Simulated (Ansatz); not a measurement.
A run for Ansatz (a program for electronic structure): R-r2SCAN/def2-TZVPPD on H2Se (SMILES [SeH2]). Files ending in .json are basis or fitting sets from the Basis Set Exchange.

Ansatz 0.2 input:
```yaml
crystal:
  periodic: [false, false, false]
  atoms:
    - {symbol: Se, position_ang: [0.36617594, 0.44879997, 3.44349340]}
    - {symbol: H, position_ang: [-1.00237583, -0.01368903, 3.18383706]}
    - {symbol: H, position_ang: [0.12120967, 0.49238226, 4.89593779]}
basis:
  gaussian:
    orbitals: def2-TZVPPD.json
hamiltonian:
  xc: {name: r2SCAN}
scf: {lower_state_search: off}
```

Program output:

```
WARN ansatz: RAYON_NUM_THREADS=1 ignored (pool sized by the plan → 1); use --threads N
Functional definition: r2SCAN
these checks for a lower state are left out or cut short: stability, starts, cluster_reference, orbital_swaps, neighbouring_geometries, increment
integrals: 0.02 GiB planned
541 factors; their error is unknown
mean field: 0.20 GiB planned
mean field evaluation 1: about -65381.5035 eV, gradient 1.0e1 eV
mean field evaluation 2: about -65381.6805 eV, gradient 6.5e0 eV
mean field evaluation 4: about -65381.8038 eV, gradient 2.0e-1 eV
mean field evaluation 8: about -65381.7930 eV, gradient 1.4e-1 eV
mean field evaluation 16: about -65381.7931 eV, gradient 8.9e-7 eV
mean field -65381.79306988 eV, -2402.7365779469 hartree, gradient 8.9e-7 eV, S^2 0.000000; 0 other end points of the search recorded, 0 dependent functions left out
reference -65381.79308299 eV, -2402.7365784290 hartree; 18, 18 occupied and 73, 73 virtual orbitals, 541 factors
Total energy: -65381.79308299 eV, -2402.7365784290 hartree
Checks for a lower state left out: stability, starts, cluster_reference, orbital_swaps, neighbouring_geometries, increment
```

The calculation finished and met its thresholds.

Cost: roughly 1.1 core-seconds.
